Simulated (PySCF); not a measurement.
Isomers of C6H11PSi, from PySCF, PBE0-D3(BJ)/def2-SVP geometry optimisation, gas phase. One conformer each, no zero-point energy, no frequencies.

Question: Which isomer lies lowest at this level?
A. `Cc1cc([SiH3])c(C)[pH]1`: A = 2191, B = 1038, C = 720.7 MHz, dipole 0.89 D
B. `[SiH3:1][CH2:2][P:3]1[CH:4]=[CH:5][CH2:6][CH:7]=[CH:8]1` with Si1–C2–P3–C4 -48°, C2–P3–C4–C5 121°, C4–C5–C6–C7 -12°, C5–C6–C7–C8 12°, C2–P3–C8–C7 -121°: A = 2100, B = 1051, C = 1004 MHz, dipole 0.99 D
C. `[CH3:1][SiH2:2][P:3]1[CH:4]=[CH:5][CH2:6][CH:7]=[CH:8]1` with C1–Si2–P3–C4 -173°, Si2–P3–C4–C5 109°, C4–C5–C6–C7 -6°, C5–C6–C7–C8 5°, Si2–P3–C8–C7 -109°: A = 2716, B = 925.0, C = 818.7 MHz, dipole 1.31 D

Answer: C. That is `C[SiH2]P1C=CCC=C1`, 5.2 kcal/mol below the next.

```json
{"SMILES": "C[SiH2]P1C=CCC=C1", "mapped SMILES": "[CH3:1][SiH2:2][P:3]1[CH:4]=[CH:5][CH2:6][CH:7]=[CH:8]1", "E (Eh)": "-865.19789", "relative (kcal/mol)": "0.0", "relative (kJ/mol)": "0.0", "dipole (D)": "1.31"}
{"SMILES": "Cc1cc([SiH3])c(C)[pH]1", "mapped SMILES": "[CH3:1][c:2]1[cH:3][c:4]([SiH3:5])[c:6]([CH3:7])[pH:8]1", "E (Eh)": "-865.18967", "relative (kcal/mol)": "5.2", "relative (kJ/mol)": "21.6", "dipole (D)": "0.89"}
{"SMILES": "[SiH3]CP1C=CCC=C1", "mapped SMILES": "[SiH3:1][CH2:2][P:3]1[CH:4]=[CH:5][CH2:6][CH:7]=[CH:8]1", "E (Eh)": "-865.18049", "relative (kcal/mol)": "10.9", "relative (kJ/mol)": "45.7", "dipole (D)": "0.99"}
```
